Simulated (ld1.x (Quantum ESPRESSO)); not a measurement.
## Before and after: TM potential for Nb

ld1.x (Quantum ESPRESSO) 7.5 input, shortened:

```
&input
   title='Nb', zed=41., rel=1, dft='PBE', iswitch=3,
   config='[Kr] 4d4 5s0 5p0'
 /
 &inputp
   pseudotype=2, tm=.true., lloc=0,
   nlcc=.true., new_core_ps=.true., rcore=0.75
 /
3
4P  2  1   6.00   0.00  1.40  1.40  0.0
4D  3  2   4.00   0.00  2.60  2.60  0.0
4S  1  0   2.00   0.00  1.15  1.15  0.0
 &test
   configts(1)='4s2 4p6 4d4 5s0 5p0'
 /
```

Change: wave 4d (bound): rc 2.60 bohr becomes 4d (bound): rc 3.80 bohr.

Cutoffs: the cutoffs (Ry, on a coarse ladder) from which the occupation-weighted sum of valence levels, in a spherical-Bessel basis at the reference potential, stays within 10 and 1 mRy of its value at 400 Ry; they do not see the model core or the augmentation charge, which bear on the density cutoff. Errors are all-electron minus pseudo energies relative to the spin-unpolarised reference configuration.

What does the change do?

The potential gets neither clearly harder nor softer (90 Ry and 160 Ry → 90 Ry and 160 Ry); the s channel sets the loose cutoff, while the largest relative change is in d, which becomes softer; of the 7 tests that both files solve, the error grows in 4 and shrinks in 1 by more than 15 % and 0.3 meV (median size 27.0 → 78.0 meV); neither file shows a bound ghost.

```tsv
quantity	base	changed
cutoff, loose	90 Ry	90 Ry
cutoff, tight	160 Ry	160 Ry
loose cutoff by channel (10 mRy a level)	p 40 Ry, d 21 Ry, s 80 Ry	p 40 Ry, d 15 Ry, s 80 Ry
bound ghosts	none	none
error for 4s2 4p6 4d4 5s1 5p0, meV [ΔE -6.64 eV]	+48	+38
error for 4s2 4p6 4d3 5s0 5p0, meV [ΔE 14.04 eV]	+4.0	+78
error for 4s2 4p6 4d2 5s0 5p0, meV [ΔE 38.76 eV]	+43	+581
error for 4s2 4p6 4d4 5s0.5 5p0, meV [ΔE -4.00 eV]	+27	+23
error for 4s1 4p6 4d4 5s1 5p0, meV [ΔE 57.38 eV]	+17	-101
error for 4s2 4p6 4d4 5s0 5p1, meV [ΔE -3.69 eV]	+27	+24
error for 4s2 4p6 4d3 5s1 5p0, meV [ΔE 0.38 eV]	+81	+168
```
